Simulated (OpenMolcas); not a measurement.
A calculation on C I.

* Program: OpenMolcas
* Method: SS-CASPT2, IPEA 0.25 Eh, imaginary shift 0.1 Eh (closed shells correlated: 1s)
* Basis: ANO-RCC-VTZP [4s3p2d1f]
* Scalar Hamiltonian: DKH2, point nucleus
* Active space: 4 electrons in 4 orbitals (2s 2p)
* State averaging: 2S+1 = 3 even, 3 roots; 2S+1 = 1 even, 6 roots; 2S+1 = 5 odd, 1 root; 2S+1 = 3 odd, 8 roots
* Spin-orbit coupling: state interaction with AMFI integrals over the reference wave functions, term energies averaged over their components

Q: Which level of the active space comes out lowest?

A: 2s2 2p2 3P0, with 100 % of that term; it is also the measured ground level.

Q: How high does 2s 2p3 3P* 2 lie?

A: 75760 cm-1 above the lowest level; measured 75255 cm-1 above the ground level, so the calculation is off by +1 %.

Q: How high does 2s2 2p2 3P2 lie?

A: 45.3 cm-1 above the lowest level; measured 43.4 cm-1 above the ground level, so the calculation is off by +4 %.

Q: How high does 2s2 2p2 1D2 lie?

A: 10020 cm-1 above the lowest level; measured 10193 cm-1 above the ground level, so the calculation is off by -2 %.

Measured values: NIST Handbook of Basic Atomic Spectroscopic Data.

CASPT2 does not keep the components of a term degenerate, so their means are used; among the terms shown or strongly mixed into the levels shown the widest spread is 20 cm-1 (2s 2p3 3P*). Over all roots computed the reference weight is 0.94 to 0.99; the roots of lowest weight are the least certain, and an intruder state may touch them. Computed and measured levels are paired by configuration, term and J; levels that our copy of the source lacks, or whose pairing is in doubt (as where it misses far off the trend of its configuration), stay unpaired and out of the deviations. Only configurations of the active space appear.

* marks odd parity.
